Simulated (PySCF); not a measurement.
Can point charges reproduce the dipole moment of `CSC1=NN=C(C)N1C`?

Coordinates (GFN2-xTB, Å) and charges (e) from the PBE0/pcSseg-1 density (PySCF):

```csv
atom,x,y,z,Mulliken,IAO,Hirshfeld,ESP-fitted
C1,3.441,-0.160,-0.467,-0.3412,-0.4914,-0.1101,-0.3453
S2,2.156,-0.743,0.666,+0.0303,+0.1502,+0.0211,-0.1818
C3,0.789,-0.014,-0.118,+0.2648,+0.0389,+0.0508,+0.3498
N4,0.823,0.732,-1.186,-0.3080,-0.2649,-0.1705,-0.2048
N5,-0.442,1.097,-1.461,-0.2724,-0.2342,-0.1737,-0.5707
C6,-1.229,0.575,-0.568,+0.1932,+0.1746,+0.0838,+0.7296
C7,-2.698,0.720,-0.494,-0.1583,-0.4432,-0.1141,-0.6722
N8,-0.494,-0.156,0.333,-0.6855,-0.1109,-0.0202,-0.1970
C9,-0.963,-0.897,1.467,-0.0449,-0.3145,-0.0496,-0.4625
H10,3.279,-0.610,-1.441,+0.1654,+0.1729,+0.0496,+0.1216
H11,4.392,-0.469,-0.047,+0.1507,+0.1659,+0.0551,+0.2137
H12,3.375,0.920,-0.540,+0.1708,+0.1782,+0.0492,+0.1134
H13,-3.182,-0.253,-0.577,+0.1332,+0.1544,+0.0497,+0.1753
H14,-3.025,1.355,-1.312,+0.1519,+0.1825,+0.0624,+0.1959
H15,-2.991,1.171,0.453,+0.1333,+0.1532,+0.0495,+0.1737
H16,-0.105,-1.259,2.031,+0.1517,+0.1701,+0.0525,+0.1925
H17,-1.564,-1.749,1.142,+0.1334,+0.1587,+0.0564,+0.1830
H18,-1.572,-0.256,2.107,+0.1312,+0.1596,+0.0579,+0.1854
```

Task: Compute μ = Σ q r for each scheme (1 e·Å = 4.803 D) and compare with the dipole of the full density.

Result: The full density gives (-1.54, -2.26, 3.46) D, 4.41 D in size; dipole vectors point from the negative to the positive end.

```csv
scheme,μx,μy,μz,size (D),share of the full size (%),angle to the full dipole (°)
Mulliken,-1.89,-2.38,3.70,4.79,109,3
IAO,-1.12,-2.73,4.10,5.05,115,8
Hirshfeld,-0.98,-1.73,2.64,3.30,75,3
ESP-fitted,-1.48,-2.23,3.43,4.36,99,1
```

Task: Which set comes closest?

Result: Length of the difference vector: ESP-fitted 0.07 D, Mulliken 0.44 D, IAO 0.90 D, Hirshfeld 1.13 D. Closest: ESP-fitted. ESP charges are fitted to the potential around the molecule, whose slowest-falling term is the dipole's. 

Task: What is left for the Hirshfeld atoms' own dipoles?

Result: The Hirshfeld atoms' densities add up to the full density, so μ = Σ q r + Σ (atomic dipoles). The atomic dipoles sum to (-1.54, -2.26, 3.46) − (-0.98, -1.73, 2.64) = (-0.56, -0.53, 0.82) D, 1.13 D in size.

Task: With the origin at the mean of the coordinates, (0.000, 0.000, -0.001) Å, which are the largest single terms, by size, of the Hirshfeld dipole along the direction of the full one?

Result: N4 +1.30, N5 +1.30, C1 +0.78, H18 +0.65, H17 +0.63 D; all 18 atoms together +3.30 D. The single terms depend on the origin, their sum doesn't.

Task: Give the size of the full dipole in other units.

Result: 4.41 D = 1.735 au = 0.918 e·Å = 14.71 × 10⁻³⁰ C·m.

One conformer (not necessarily the lowest) at the GFN2-xTB geometry, without solvent, vibrations or thermal averaging.

These values come from a run that also computed NMR shieldings. Time: 54 s wall (grids of density and orbitals included). Hardware: an Arm Neoverse V1 with one thread (shared host).

Conformer computed: `[CH3:1][S:2][c:3]1[n:4][n:5][c:6]([CH3:7])[n:8]1[CH3:9]`: C1–S2–C3–N4 -1°.
